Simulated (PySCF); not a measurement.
# Electron correlation in B⁺ (boron, charge +1)

Starting occupation: [He] 2s2. Calculation: PySCF 2.14, in x2c-TZVPPall-2c with one added diffuse shell each of s, p, d type (6s4p3d1f, 40 functions); X2C-1e with screened-nucleus spin-orbit coupling, Gaussian nucleus. Frozen: nothing; 4 electrons correlated.

MP2 pair energies summed by pair of shells (mhartree):

```tsv
pair	energy	share (%)
2s1/2-2s1/2	-35.56	70.8
1s1/2-1s1/2	-11.75	23.4
1s1/2-2s1/2	-2.94	5.9
```

Total MP2 correlation energy: -50.25 mhartree.

| level | correlation energy (mhartree) |
| --- | --- |
| CCSD | -74.82 |
| (T) | -0.26 |
| CCSD(T) | -75.08 |

Diagnostics: T1 = 0.0084, largest double amplitude 0.149.

Cost of the coupled-cluster step: 34 s of wall time on 4 threads of Neoverse-N1 (shared host), for 4 occupied and 76 virtual spinors.

Iterations:

```
Init t2, MP2 energy = -0.0502490777503036
CCSD nocc = 4, nmo = 80
Init t2, MP2 energy = -0.0502490777503036
Init E_corr(GCCSD) = -0.0502490777503036
cycle = 1  E_corr(GCCSD) = -0.0627981930178381  dE = -0.0125491153  norm(t1,t2) = 0.0672394
cycle = 2  E_corr(GCCSD) = -0.0684478470454096  dE = -0.00564965403  norm(t1,t2) = 0.0363761
cycle = 3  E_corr(GCCSD) = -0.0749311582802208  dE = -0.00648331123  norm(t1,t2) = 0.0199225
cycle = 4  E_corr(GCCSD) = -0.0747731958660362  dE = 0.000157962414  norm(t1,t2) = 0.000511288
cycle = 5  E_corr(GCCSD) = -0.0748443476847018  dE = -7.11518187e-05  norm(t1,t2) = 0.000151271
cycle = 6  E_corr(GCCSD) = -0.0748211270732659  dE = 2.32206114e-05  norm(t1,t2) = 7.54192e-05
cycle = 7  E_corr(GCCSD) = -0.0748187811228768  dE = 2.34595039e-06  norm(t1,t2) = 7.01812e-06
cycle = 8  E_corr(GCCSD) = -0.0748189084725129  dE = -1.27349636e-07  norm(t1,t2) = 6.28321e-07
cycle = 9  E_corr(GCCSD) = -0.0748189091168537  dE = -6.44340789e-10  norm(t1,t2) = 2.08955e-07
GCCSD converged
E(GCCSD) = -24.31847828719923  E_corr = -0.07481890911685372
```

This basis was not built for core-valence correlation, so the inner-shell part is incomplete.
